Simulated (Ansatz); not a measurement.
Geometry optimisation, Ansatz, RKS PBE/def2-SVP.

The input (input.yaml):

```yaml
crystal:
  periodic: [false, false, false]
  atoms:
    - { symbol: Ti, position_ang: [-0.034087, 0.212254, 0.047495] }
    - { symbol: "N", position_ang: [-0.155147, 0.337791, 2.051758] }
    - { symbol: H, position_ang: [-0.958185, 0.791357, 2.504823] }
    - { symbol: H, position_ang: [0.634155, 0.324358, 2.706122] }
    - { symbol: "N", position_ang: [1.739192, 0.265226, -0.594229] }
    - { symbol: H, position_ang: [2.386942, -0.512218, -0.413043] }
    - { symbol: H, position_ang: [2.188969, 0.972189, -1.18309] }
    - { symbol: "N", position_ang: [-0.972123, 1.664708, -0.710864] }
    - { symbol: H, position_ang: [-1.711532, 1.629903, -1.418709] }
    - { symbol: H, position_ang: [-0.8723, 2.624285, -0.357713] }
    - { symbol: "N", position_ang: [-0.842326, -1.400465, -0.56605] }
    - { symbol: H, position_ang: [-1.574426, -1.93564, -0.085453] }
    - { symbol: H, position_ang: [-0.532951, -1.921122, -1.394833] }
    - { symbol: Si, position_ang: [1.156383, -3.012866, 1.313758] }
    - { symbol: H, position_ang: [0.03904, -3.940328, 0.920186] }
    - { symbol: H, position_ang: [1.991633, -2.689719, 0.101929] }
    - { symbol: H, position_ang: [2.058937, -3.770556, 2.260705] }
    - { symbol: H, position_ang: [0.641728, -1.786357, 1.960207] }
basis:
  gaussian: { orbitals: def2-SVP }
hamiltonian:
  xc: pbe
relax:
  f_tol: 0.03
  max_steps: 50
```

Run as:

```bash
$ ansatz run input.yaml --threads 4 --pin off --max-ram 5120MiB --backend cpu --events-out ev --progress --plain --runs-dir out
```

Q: Where does it end, and by what steps?

A: It converged. After 8 steps the energy has fallen by 0.213 eV; H17 moved furthest, 0.60 Å.

| step | energy less start (eV) | largest force component (eV/Å) | accepted |
| --- | --- | --- | --- |
| 0 | 0.0000 | 1.422 | yes |
| 1 | -0.1560 | 0.539 | yes |
| 2 | -0.1868 | 0.294 | yes |
| 3 | -0.2020 | 0.164 | yes |
| 4 | -0.2089 | 0.143 | yes |
| 5 | -0.2083 | 0.105 | no |
| 6 | -0.2117 | 0.096 | yes |
| 7 | -0.2131 | 0.030 | yes |
| 8 | -0.2135 | 0.022 | yes |

```xyz
18
Properties=species:S:1:pos:R:3
Ti -0.058 0.375 0.058
N -0.154 0.700 1.929
H -1.037 0.927 2.401
H 0.606 0.684 2.616
N 1.736 0.411 -0.541
H 2.391 -0.349 -0.319
H 2.193 1.095 -1.152
N -1.042 1.724 -0.842
H -1.693 1.613 -1.626
H -1.098 2.685 -0.487
N -0.786 -1.345 -0.362
H -1.477 -1.881 0.173
H -0.516 -1.882 -1.194
Si 1.209 -3.364 1.291
H 0.017 -4.122 0.777
H 2.021 -2.819 0.149
H 2.080 -4.336 2.050
H 0.791 -2.264 2.222
```

Whether the end is a true minimum wasn't checked by a vibrational analysis.

Run time: 24 s on 4 threads of Arm Neoverse V2, on a shared host, peak memory 0.27 GiB.
